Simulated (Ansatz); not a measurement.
W(NH)(S)(OH)(NH2) (H4N2OSW), SMILES [NH]=[W]([NH2])([OH])=[S], multiplicity 1.

The structure is a stationary point at PBE0-D3(BJ)/def2-SVP. The spin state was assumed, not searched. The structure was generated by enumeration; whether it is a known compound was not checked. The def2 effective core potentials stand for the cores of W; spin–orbit coupling is left out. Other conformers were not sampled.

Two levels are set side by side: PBE/def2-SVPD (Ansatz, a quantum-chemistry and plane-wave program) and CAM-B3LYP/def2-SVPD (Ansatz). Energy differences of separate SCF runs at the same geometry; the states with an electron removed or added have multiplicity 2 and 2. Differences are taken from unrounded values.

| quantity | CAM-B3LYP |
|---|---|
| vertical ionisation energy (eV) | 9.16 |
| vertical singlet–triplet gap (eV) | 3.35 |

Question: What does PBE give, and how far is it from CAM-B3LYP? (The exact figures need the calculation; the answer reports its results.)

Answer: 
```tsv
quantity	PBE	PBE minus CAM-B3LYP
vertical ionisation energy (eV)	8.93	-0.23
vertical singlet–triplet gap (eV)	3.56	0.21
```
